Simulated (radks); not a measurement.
Values are calculated unless marked as measured or tabulated.
The titanium ion Ti3+, configuration [Ne] 3s2 3p5.75 3d1 4f0.25 (fractional occupations, a model configuration). Level of theory: non-relativistic Kohn-Sham, LDA (Slater exchange, Perdew-Wang correlation), spin-polarised, spherical densities, point nucleus; open shells are filled with parallel spins first (a radial shooting solver on a logarithmic mesh with Libxc functionals). Some entries of the table are withheld. Estimate them.

| orbital | occ. | eigenvalue (eV) | <r^2> (bohr^2) | <1/r> (bohr^-1) |
|---|---|---|---|---|
| 1s up | 1 | -4862.016 | 0.006634 | 21.48 |
| 1s down | 1 | -4861.915 | 0.006634 | 21.48 |
| 2s up | 1 | -567.8759 | 0.1276 | 4.480 |
| 2s down | 1 | -567.3424 | 0.1274 | 4.482 |
| 2p up | 3 | -481.5147 | 0.1047 | 4.425 |
| 2p down | 3 | -481.0544 | 0.1045 | 4.427 |
| 3s up | 1 | (1) | (2) | 1.413 |
| 3s down | 1 | (3) | (4) | 1.411 |
| 3p up | 3 | -74.6139 | 1.288 | 1.305 |
| 3p down | 2.75 | -73.2030 | 1.295 | 1.301 |
| 3d up | 1 | -38.6015 | 1.819 | 1.045 |
| 3d down | 0 | -37.2791 | 1.854 | 1.038 |
| 4f up | 0.25 | -10.2129 | 25.75 | (5) |
| 4f down | 0 | -9.7489 | 27.32 | (6) |

Answer. 
(1) 3s up eigenvalue (eV): -97.7761
(2) 3s up <r^2> (bohr^2): 1.139
(3) 3s down eigenvalue (eV): -96.3307
(4) 3s down <r^2> (bohr^2): 1.142
(5) 4f up <1/r> (bohr^-1): 0.2385
(6) 4f down <1/r> (bohr^-1): 0.2320
